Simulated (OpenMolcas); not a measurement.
Ag2+ among 5 point charges of -2 e arranged as a trigonal bipyramid (D3h). The axial distance is 0.85 times the equatorial one, R.

```
Program             : OpenMolcas 26.06
Method              : CASSCF
Basis               : ANO-RCC-VDZP [6s5p3d1f]
Scalar Hamiltonian  : DKH2, point nucleus
Active space        : 9 electrons in 5 orbitals (4d)
State averaging     : 2S+1 = 2 even, 5 roots
Spin-orbit coupling : RASSI with atomic mean-field integrals over the reference wave functions
```

All point charges move together. At R = 1.65 Å the first state of the same spin is 31182 cm-1, and at R = 1.82 Å it is 21865 cm-1.

**Question.** A third run gives 18304 cm-1. What distance was it run at?

**Answer.** With a power law R^-n the two known points give n = -ln(21865 / 31182) / ln(1.82 / 1.65) = 3.62. Then R = 1.65 × (31182 / 18304)^(1/3.62) = 1.912 Å. The run was at 1.91 Å, so the estimate is off by +0.002 Å.

Point charges carry no covalency, so the field is a model and not that of real ligands. No measured value stands beside these numbers.
